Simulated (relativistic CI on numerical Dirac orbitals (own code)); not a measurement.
# One change at a time: Pm20+

Base calculation: Dirac-Coulomb-Breit CI, orbitals from a KLI potential per configuration, model QED, unscaled Slater integrals.

Configurations in the expansion (outside the closed core [Ar] 3d10): 4s2.4p6.4d5, 4s2.4p5.4d6, 4s2.4p6.4d4.4f, 4s.4p6.4d5.4f, 4p6.4d7, 4p5.4d8, 4s2.4p6.4d3.5s2, 4s2.4p6.4d2.4f.5s2, 4s.4p6.4d3.4f.5s2. Double excitations out of closed p, d and f shells are left out; levels of such configurations are missing from the list, as are those of other unlisted configurations, and high levels can miss mixing partners.

The lowest level and the first level of each name with at least 55 % of one term (blank where a level has no safe partner in the second run):

| Level | Base (cm⁻¹) | Shift (cm⁻¹) |
| --- | --- | --- |
| 4s2.4p6.4d5 6S_5/2 | 0 | 0 |
| 4s2.4p6.4d5 4G_11/2 | 68579 | +768 |
| 4s2.4p6.4d5 4G_9/2 | 74011 | +735 |
| 4s2.4p6.4d5 4P_1/2 | 80092 | +419 |
| 4s2.4p6.4d5 2I_11/2 | 105687 | +1505 |
| 4s2.4p6.4d5 4D_1/2 | 110702 | +1254 |
| 4s2.4p6.4d5 2I_13/2 | 117172 | +1965 |
| 4s2.4p6.4d5 2G_7/2 | 142120 | +1534 |
| 4s2.4p6.4d5 2S_1/2 | 161947 | +1134 |
| 4s2.4p6.4d5 2H_11/2 | 170581 | +2782 |
| 4s2.4p6.4d5 2P_3/2 | 221595 | +946 |
| 4s2.4p6.4d5 2P_1/2 | 242308 | +1806 |
| 4s2.4p5.4d6 6F°_11/2 | 884589 | +3039 |
| 4s2.4p5.4d6 6D°_9/2 | 914359 | +3071 |
| 4s2.4p5.4d6 4H°_13/2 | 947693 | +3893 |
| 4s2.4p5.4d6 4I°_15/2 | 975037 | +4187 |

At this charge energies of transitions that change n are usually good to better than 1 %, and those within a shell (Δn = 0) to a few per cent. Terms inside the open d or f shell come out 10 to 20 % too wide with unscaled integrals.

**Question.** One thing was changed in a second run, which moved the levels as shown. Which?
A. configuration mixing switched off
B. QED terms removed
C. non-relativistic limit
D. Breit term removed

**Answer.** D. Breit term removed. The Breit term mainly narrows fine-structure intervals, so removing it widens them.

LS names give the leading component of a level, which can be under half, so a name can repeat, a term be missing and a line seem to break the LS rules.
